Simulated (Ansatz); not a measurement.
`CCBS` → `[CH2]` (triplet) + `CBS`  (formal loss of a carbene)

Calculated with Ansatz (gas phase, PBE0-D4/def2-TZVP geometries, no zero-point term in ΔE). CCSD(T)/CBS is the MP2 limit (def2-TZVPP, def2-QZVPP) plus CCSD(T) − MP2 in def2-TZVPP, frozen cores. This one scheme is used for every species. Functionals use def2-TZVPP. Triplets are unrestricted, without spin–orbit coupling. Each species was taken in one conformer, which may not be the lowest.

| level | ΔE (kcal/mol) |
| --- | --- |
| revPBE-D4 | 99.8 |
| BLYP | 96.4 |

Question: What does CCSD(T)/CBS give? (Estimate.)

Answer: Computed: +101.6 kcal/mol. The listed levels differ from it by -1.8, -5.2 kcal/mol.

Question: What do rigid-rotor, harmonic-oscillator terms from PBE0-D4/def2-TZVP frequencies (298.15 K, 1 bar) make of the CCSD(T)/CBS value? (Estimate.)

Answer: Computed: ΔZPE = -7.3 kcal/mol, ΔH = +95.9 kcal/mol, ΔS = 160 J/(mol·K), ΔG = +84.5 kcal/mol. Open shells count their whole term as degenerate. Modes under 50 cm⁻¹ make the entropy rough.

Largest T1 diagnostic among the species: 0.013.

From BLYP to BHLYP (50 % exact exchange), in def2-TZVPP and without D4, ΔE moves by −1.2 kcal/mol. Leaving LDA and LC-ωPBE aside and taking each functional with its dispersion term where it has one, the values, not all of them listed here, spread over 9.1 kcal/mol, from r2SCAN0-D4 to ωB97X-V. LDA lies +17.3 kcal/mol from PBE without D4. In def2-TZVPP, CCSD(T) changes the Hartree–Fock value by +32.6 kcal/mol (the triples alone add +2.6 kcal/mol) and MP2 by +35.5 kcal/mol.
